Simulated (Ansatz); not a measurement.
Consider the cleavage of the B–Al bond: `[SiH3][BH][AlH][SiH3]` + `N[SiH3]` → `[SiH3]BN[SiH3]` + `[AlH2][SiH3]`.

Calculated with Ansatz (gas phase, PBE0-D4/def2-TZVP geometries, no zero-point term in ΔE). CBS: MP2 limit from def2 TZ/QZ plus the TZ coupled-cluster correction, frozen cores. This one scheme is used for every species. DFT in def2-TZVPP. B3LYP here is the variant with VWN-RPA as its local correlation; programs differ in this. One conformer a species, not always the lowest.

`[SiH3][BH][AlH][SiH3]`:

```xyz
12

Si    2.056   -0.428    1.400
B     0.089   -0.807    1.258
Al   -1.277    0.505    0.359
Si   -1.527    0.525   -2.094
H     2.421    1.012    1.283
H     2.687   -0.965    2.637
H     2.658   -1.134    0.226
H    -0.235   -1.902    1.629
H    -2.113    1.558    1.216
H    -0.769   -0.569   -2.766
H    -1.032    1.817   -2.654
H    -2.958    0.389   -2.494
```

`N[SiH3]`:

Z-matrix (Å, degrees):
```
Si
N 1 1.720
H 1 1.486 2 107.9
H 1 1.494 2 116.0 3 -120.3
H 1 1.486 2 107.9 3 119.4
H 2 1.007 1 119.6 3 -168.6
H 2 1.007 1 119.6 3 49.2
```

`[SiH3]BN[SiH3]`:

```xyz
12

Si   -1.104   -0.085    1.548
B     0.780   -0.417    0.888
N     1.194   -0.207   -0.432
Si    0.234    0.368   -1.780
H    -2.050    0.411    0.506
H    -1.084    0.919    2.650
H    -1.674   -1.345    2.106
H     1.594   -0.818    1.676
H     2.163   -0.410   -0.641
H    -0.893   -0.555   -2.058
H    -0.301    1.724   -1.507
H     1.141    0.415   -2.955
```

`[AlH2][SiH3]`:

```xyz
7

Al   -1.183   -0.742   -0.182
Si    0.890    0.534    0.148
H    -1.347   -2.219    0.380
H    -2.391   -0.083   -0.975
H     1.478    0.928   -1.166
H     0.618    1.798    0.894
H     1.934   -0.215    0.901
```

```tsv
level	ΔE (kcal/mol)	difference from CCSD(T)/CBS
PBE-D4	-34.1	1.5
PBE0-D4	-34.5	1.1
B3LYP-D4	-36.6	-1.0
B2PLYP	-36.4	-0.8
PBE	-33.2	2.4
B3LYP	-35.3	0.3
MP2/def2-TZVPP	-37.8	-2.2
SCS-MP2/def2-TZVPP	-37.5	-1.9
HF/CBS(def2)	-35.6	0.0
MP2/CBS(def2)	-37.3	-1.7
CCSD(T)/CBS	-35.6	0
```

Largest T1 diagnostic among the species: 0.014.

The D4 term adds −1.3 kcal/mol with B3LYP and −0.7 kcal/mol with PBE0; it sums over pairs of atoms, weighted by their polarisabilities, and B3LYP, whose exchange is more repulsive, gets the larger term.
